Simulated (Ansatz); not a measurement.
```yaml
crystal:
  periodic: [false, false, false]
  atoms:
    - {symbol: Ti, position_ang: [-0.250371, 1.864210, 0.237688]}
    - {symbol: Ti, position_ang: [-0.549176, 2.059550, -1.925118]}
    - {symbol: Ti, position_ang: [-0.851013, -0.361902, -1.256839]}
    - {symbol: Si, position_ang: [0.478525, -1.518568, 2.446591]}
    - {symbol: Si, position_ang: [-1.249611, -0.261211, 1.201771]}
    - {symbol: Si, position_ang: [1.147228, -0.293237, 0.540720]}
    - {symbol: Si, position_ang: [-0.260623, -2.296226, 0.224802]}
    - {symbol: Si, position_ang: [1.535031, 0.807383, -1.469615]}
basis:
  gaussian: {orbitals: def2-TZVP, initial_orbitals: start.molden}
magnetization: {spin_polarized: true, initial_magnetization: 2}
hamiltonian: {xc: {name: wB97X-V}}
scf: {omitted_lower_state_checks: [starts]}
output: {orbitals: {seedname: orbitals}}
```

The file start.molden holds the orbitals of an earlier run on this structure, at another level or in another basis.

```sh
$ ansatz run in.yaml --threads 4 --pin off --events-out ev --progress --plain --max-ram 6963MiB
```

(1) Does this run fit into the memory that it is given?

Results:

(1) No. It has 320 basis functions, and Ansatz plans for 8 GiB where 7 GiB are given.
